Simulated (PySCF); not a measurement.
# Cr+: what the settings change

The free ion Cr+ in its d5 configuration. Only this configuration is treated; at so low a charge one with s electrons may lie lower or mix in.

Method (PySCF 2.14, density fitting): CASSCF(5,5) with orbitals averaged over all microstates of the shell, strongly contracted NEVPT2 on the averaged canonical orbitals; basis x2c-TZVPall; spin-free X2C; gas phase; spin-orbit coupling by state interaction with the mean-field operator over all roots.

Base run: NEVPT2 ground state 6S, next 4G at 23027, then 4P at 25140 cm⁻¹, B(NEVPT2) 746, ζ 201 cm⁻¹, g 2.002 2.002 2.002, μeff(300 K) 5.92 μB.

Problem. What happens with CASSCF energies alone?

Solution. CASSCF ground state 6S, next 4G at 25514, then 4P at 29389 cm⁻¹, B(CASSCF) 904, ζ 201 cm⁻¹, g 2.002 2.002 2.002, μeff(300 K) 5.92 μB.
